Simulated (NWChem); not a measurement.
Species: Si$_{2}$NH$_{7}$ cation, doublet; SMILES of the neutral closed-shell parent [SiH3]N[SiH3]

```xyz
10

Si     1.6770     0.0005     0.1338
N      0.0000     0.0000    -0.6141
Si    -1.6770    -0.0005     0.1338
H      2.2829     1.2385    -0.4306
H      1.4633     0.0010     1.5966
H      2.2830    -1.2380    -0.4296
H      0.0000     0.0000    -1.6455
H     -2.2829    -1.2385    -0.4306
H     -2.2830     1.2380    -0.4296
H     -1.4633    -0.0010     1.5966
```
Atoms are numbered in this order, from 1.

Level: PBE0/def2-SVP, spin-unrestricted (NWChem), optimised geometry, unscaled harmonic frequencies. In the optimisation the excess spin sits in b (C2, its own frame). The spin multiplicity was typed, not searched, and may not be the lowest.

### Question
List the harmonic frequencies with IR intensities, and the thermochemistry.

### Answer
```json
[
 {"frequency (cm⁻¹)": "18", "IR intensity (km/mol)": "0.0"},
 {"frequency (cm⁻¹)": "61", "IR intensity (km/mol)": "0.2"},
 {"frequency (cm⁻¹)": "189", "IR intensity (km/mol)": "0.7"},
 {"frequency (cm⁻¹)": "447", "IR intensity (km/mol)": "1.8"},
 {"frequency (cm⁻¹)": "492", "IR intensity (km/mol)": "0.0"},
 {"frequency (cm⁻¹)": "533", "IR intensity (km/mol)": "3.6"},
 {"frequency (cm⁻¹)": "590", "IR intensity (km/mol)": "5.4"},
 {"frequency (cm⁻¹)": "700", "IR intensity (km/mol)": "128.8"},
 {"frequency (cm⁻¹)": "724", "IR intensity (km/mol)": "38.8"},
 {"frequency (cm⁻¹)": "757", "IR intensity (km/mol)": "63.7"},
 {"frequency (cm⁻¹)": "856", "IR intensity (km/mol)": "10.0"},
 {"frequency (cm⁻¹)": "873", "IR intensity (km/mol)": "108.8"},
 {"frequency (cm⁻¹)": "890", "IR intensity (km/mol)": "95.3"},
 {"frequency (cm⁻¹)": "895", "IR intensity (km/mol)": "0.0"},
 {"frequency (cm⁻¹)": "905", "IR intensity (km/mol)": "43.1"},
 {"frequency (cm⁻¹)": "917", "IR intensity (km/mol)": "77.0"},
 {"frequency (cm⁻¹)": "1163", "IR intensity (km/mol)": "27.9"},
 {"frequency (cm⁻¹)": "2241", "IR intensity (km/mol)": "33.0"},
 {"frequency (cm⁻¹)": "2243", "IR intensity (km/mol)": "3.8"},
 {"frequency (cm⁻¹)": "2256", "IR intensity (km/mol)": "0.0"},
 {"frequency (cm⁻¹)": "2259", "IR intensity (km/mol)": "6.7"},
 {"frequency (cm⁻¹)": "2332", "IR intensity (km/mol)": "4.3"},
 {"frequency (cm⁻¹)": "2336", "IR intensity (km/mol)": "36.9"},
 {"frequency (cm⁻¹)": "3471", "IR intensity (km/mol)": "117.9"}
]
```

* **zero-point energy**: 40.2 kcal/mol
* **thermal correction to the enthalpy at 298.15 K (with zero-point energy)**: 45.0 kcal/mol
* **heat capacity Cv**: 22.3 cal/(mol K)
* **entropy at 298.15 K and 1 atm (symmetry number 2, electronic part: spin degeneracy alone)**: 81.8 cal/(mol K)

Rigid rotor and harmonic oscillator; modes under 100 cm⁻¹ make the entropy uncertain.
